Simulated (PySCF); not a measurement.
**Electronic absorption of C7H10NP**

Compound: C7H10NP.
SMILES: `Cc1cn(C2CC2)cp1`

Theory: PySCF, TDDFT CAM-B3LYP/def2-SVPD, vertical, gas phase, core orbitals frozen in the response. The structure is a single PBE0-D3(BJ)/def2-SVP conformer in the gas phase; no vibrational or solvent corrections. Torsions of this conformer, `[CH3:1][c:2]1[cH:3][n:4]([CH:5]2[CH2:6][CH2:7]2)[cH:8][p:9]1`: C3–N4–C5–C6 130°.

| state | λ (nm) | E (eV) | f | \|μ\| (D) | main configurations (H = HOMO, L = LUMO) |
| --- | --- | --- | --- | --- | --- |
| S1 | 232.0 | 5.34 | 0.133 | 2.56 | H→L (88%) |
| S2 | 224.9 | 5.51 | 0.018 | 0.94 | H-1→L (76%), H→L+3 (10%) |
| S3 | 206.0 | 6.02 | 0.0032 | 0.37 | H-2→L (57%), H→L+1 (15%), H→L+5 (11%) |
| S4 | 204.6 | 6.06 | 0.016 | 0.82 | H→L+5 (37%), H-2→L (24%), H→L+1 (9%) |
| S5 | 199.7 | 6.21 | 0.108 | 2.15 | H→L+3 (40%), H→L+1 (16%), H-1→L (12%) |
| S6 | 196.5 | 6.31 | 0.044 | 1.36 | H→L+1 (29%), H→L+3 (18%), H→L+4 (14%) |
| S7 | 189.5 | 6.54 | 0.035 | 1.19 | H-1→L+1 (58%), H-1→L+2 (13%), H-1→L+4 (10%) |
| S8 | 186.0 | 6.67 | 0.014 | 0.74 | H→L+2 (63%) |
| S9 | 182.7 | 6.79 | 0.238 | 3.04 | H-1→L+3 (43%), H-1→L+2 (24%) |
| S10 | 179.7 | 6.90 | 0.059 | 1.50 | H-1→L+5 (47%), H-1→L+3 (18%), H-1→L+4 (11%) |

Triplets (Tamm–Dancoff): T1 3.43 eV, H→L (85%); T2 4.56 eV, H-1→L (84%); T3 4.83 eV, H-1→L+3 (44%), H-1→L+6 (19%); T4 5.15 eV, H-2→L (78%).

The lowest singlet comes at 232 nm (516 kJ/mol) in the ultraviolet; it is of moderate strength; its leading configuration is HOMO→LUMO (88%). The strongest level in the table is S9 at 6.79 eV (183 nm, f = 0.238). Löwdin shares by element: HOMO carbon 37% or more, phosphorus 36%, nitrogen 13%; LUMO carbon 31% or more, phosphorus 28%, nitrogen 13% (atoms not listed hold the other 28%). The oscillator strengths of these states sum to 0.668; summed over the whole spectrum of an exact calculation they would give the number of electrons, 74 (Thomas–Reiche–Kuhn). Orbital energies (eV): HOMO-3 -10.44, HOMO-2 -8.80, HOMO-1 -7.83, HOMO -7.33, LUMO 0.79, LUMO+1 1.37, LUMO+2 1.61. The listed states span 1.55 eV, and the widest gap between neighbours is 0.51 eV (S2 to S3). All these states lie below the vertical ionisation energy of 7.97 eV (ΔSCF). The window holds the lowest 10 singlets.

Time: 3.6 min of wall time; peak memory 1.4 GiB. Hardware: one thread, Arm Neoverse V2 (aarch64), on a shared host.
